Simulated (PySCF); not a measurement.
## Si3H6NCl3O

The system: Si3H6NCl3O, a molecule; neutral, singlet. The structure, one conformer, was relaxed in the gas phase by PBE0-D3(BJ)/def2-SVP. No frequency run checks that it is a minimum.

SMILES: [SiH3]N([SiH3])O[Si](Cl)(Cl)Cl

Coordinates in Å:
```
Si1     0.578   -0.081   -1.885
N2      0.008   -0.312   -0.224
Si3    -0.909   -1.728    0.319
O4     -0.612    0.893    0.270
Si5     0.284    1.670    1.437
Cl6     2.070    2.325    0.708
Cl7     0.652    0.471    3.042
Cl8    -0.872    3.248    1.980
H9     -0.536    0.309   -2.801
H10     1.127   -1.409   -2.282
H11     1.630    0.968   -1.919
H12    -0.935   -1.764    1.805
H13    -2.312   -1.711   -0.195
H14    -0.173   -2.896   -0.241
```

Shieldings: GIAO PBE0/pcSseg-1. Shifts are against computed references at the same level: H TMS (σ 31.27 ppm), Si TMS (σ 352.0 ppm). Core levels by delta-SCF with SCAN, pcX-2 on the ionised atom and pcseg-1 elsewhere, spin-free X2C (2p3/2 is the spin-free 2p value less a third of a first-order spin-orbit splitting); from the vacuum level, for chosen atoms.

Problem. Give the shieldings and core levels atom by atom.

Solution. 
| atoms | bonded to | σ (ppm) | δ (ppm) | core level (eV) |
| --- | --- | --- | --- | --- |
| Si1 | 1 N + 3 H | 395.7 | -43.7 | 2p3/2 107.41 |
| N2 | 1 O + 2 Si | 133.6 | - | 1s 405.72 |
| Si3 | 1 N + 3 H | 394.9 | -42.9 | 2p3/2 107.43 |
| O4 | 1 N + 1 Si | 197.5 | - | 1s 539.15 |
| Si5 | 3 Cl + 1 O | 355.0 | -3.0 | 2p3/2 109.77 |
| Cl6 | 1 Si | 798.5 | - | - |
| Cl7 | 1 Si | 805.4 | - | - |
| Cl8 | 1 Si | 813.2 | - | - |
| H9 H10 H11 | 1 Si | 26.44 | 4.83 | - |
| H12 H13 H14 | 1 Si | 26.46 | 4.81 | - |

Values are those of this one static structure, with the three H of a rotating XH3 group averaged; atoms that internal rotation interchanges would show their mean in an NMR spectrum.

Problem. Which of Si1, Si3, Si5 holds its core electrons tightest, and by how much against the loosest?

Solution. Si5 (bonded to 3 Cl + 1 O), by 2.36 eV over Si1 (bonded to 1 N + 3 H).

Problem. By CAM-B3LYP/def2-SVPD (TDDFT singlets, Tamm-Dancoff triplets, ionisation by delta-SCF), where does absorption start, and what does vertical ionisation take?

Solution. The first singlet with intensity lies at 6.93 eV (f 0.032); what lies below it is dark. The lowest singlet lies at 5.97 eV (f 0.001), the strongest of the first 6 at 6.93 eV (f 0.032), the lowest triplet at 5.23 eV; vertical ionisation takes 9.50 eV.
